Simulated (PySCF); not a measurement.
Species: BCl2(vinyl), C2H3BCl2.
Cartesian coordinates in Å at the PBE0-D3(BJ)/def2-SVP level; atoms count from 1:
```xyz
8
C2H3BCl2 angstrom
B      0.7037    0.9412   -0.3751
Cl     2.0034    1.3178   -1.4904
Cl     0.0659    2.2436    0.6177
C      0.1463   -0.4960   -0.2852
C     -0.8400   -0.8475    0.5546
H      0.5822   -1.2625   -0.9366
H     -1.3004   -0.1104    1.2212
H     -1.2229   -1.8719    0.6101
```

The computed photoelectron lines, unassigned: B 1s: 198.09 eV; C 1s: 290.83 (area 1), 291.16 (area 1) eV; Cl 1s: 2828.98 eV; Cl 2p3/2: 206.40 eV.

Computed with PySCF, delta-SCF UKS SCAN, pcX-2 on the ionised atom, pcseg-1 elsewhere, spin-free X2C. The structure is a single PBE0-D3(BJ)/def2-SVP conformer in the gas phase; no vibrational or solvent corrections.

Which carbon gives which C 1s line?

290.83 eV: C4 (carbon bonded to B, C and H); 291.16 eV: C5 (carbon bonded to C and 2 H). Lowest listed C 1s: C4, bonded to C, H and B. Highest, 0.33 eV above it: C5, bonded to C and 2 H.

Bonded neighbours of each site: B1: 2 Cl and C; Cl2/Cl3: B; C4: C, H and B; C5: C and 2 H.

Which photon wavelength matches the C 1s of C5 threshold?

λ = hc/E = 12398.42 eV Å / 291.16 eV = 42.583 Å.

Topologically equivalent atoms share the value of their first member; where this conformer doesn't relate them by symmetry, their own values could differ. The 2p values add to the ΔSCF energy of one spin-free hole a correction within the shell (spin–orbit coupling, ligand field). 2p1/2 minus 2p3/2 (ligand field included): Cl 1.65 eV.
